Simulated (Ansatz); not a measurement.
Geometry optimisation, RHF/def2-SVP in Ansatz 0.2.0.

input.yaml

```yaml
crystal:
  periodic: [false, false, false]
  atoms:
    - { symbol: Sn, position_ang: [0.0, 0.0, 0.0] }
    - { symbol: Cl, position_ang: [0.0, 0.0, 2.76] }
    - { symbol: O, position_ang: [1.8483, 0.0, -0.6527] }
    - { symbol: H, position_ang: [2.1646, -0.9521, -0.7693] }
    - { symbol: O, position_ang: [-0.9232, 1.5994, -0.6527] }
    - { symbol: H, position_ang: [-1.881, 1.3686, -0.8751] }
    - { symbol: O, position_ang: [-0.9232, -1.5994, -0.6527] }
    - { symbol: H, position_ang: [-1.3778, -2.065, 0.1197] }
    - { symbol: O, position_ang: [1.1853, 1.7874, 0.7126] }
    - { symbol: H, position_ang: [1.9622, 1.4737, 1.2766] }
    - { symbol: H, position_ang: [0.8353, 1.2597, 1.9362] }
basis:
  gaussian: { orbitals: def2-SVP }
hamiltonian:
  xc: hf
relax:
  f_tol: 0.15
  max_steps: 25
  restrain:
    - { distance: [0, 8], at: 3.16, k: 30.0 }
    - { distance: [10, 1], at: 2.57, k: 30.0 }
    - { distance: [0, 1], at: 2.41, k: 30.0 }
    - { distance: [10, 8], at: 1.01, k: 30.0 }
```

Launched with:

```bash
$ ansatz run input.yaml --threads 4 --pin off --max-ram 5120MiB --backend cpu --events-out ev --progress --plain --runs-dir out
```

**Question.** Where does it end, and by what steps?

**Answer.** The run converged. The restraints hold the end off the free minimum; the threshold counts their pulls, which the force column leaves out. Restrained pairs: Sn1–O9 (2.26 → 3.15 Å), Cl2–H11 (1.72 → 2.58 Å), Sn1–Cl2 (2.76 → 2.39 Å), O9–H11 (1.38 → 0.97 Å). After 7 steps the energy has fallen by 4.415 eV (the restraints' own energy left out); O9 moved furthest, 0.84 Å.

```tsv
step	energy less start (eV)	largest force component (eV/Å)	accepted
0	0.0000	7.893	yes
1	-1.4162	7.040	yes
2	-2.5214	5.918	yes
3	-3.4188	3.956	yes
4	-4.1140	2.631	yes
5	-4.3234	1.454	yes
6	-4.3870	1.162	yes
7	-4.4155	1.087	yes
```

```xyz
11
Properties=species:S:1:pos:R:3
Sn -0.181 -0.069 0.027
Cl -0.359 -0.159 2.404
O 1.693 -0.181 -0.460
H 1.963 -0.977 -0.896
O -1.135 1.418 -0.734
H -1.981 1.210 -1.103
O -1.090 -1.663 -0.608
H -1.239 -2.374 -0.001
O 1.580 2.189 1.336
H 2.332 1.682 1.059
H 1.307 1.795 2.178
```

Run time: 12 s on 4 threads of Arm Neoverse V2, on a shared host, peak memory 0.33 GiB.
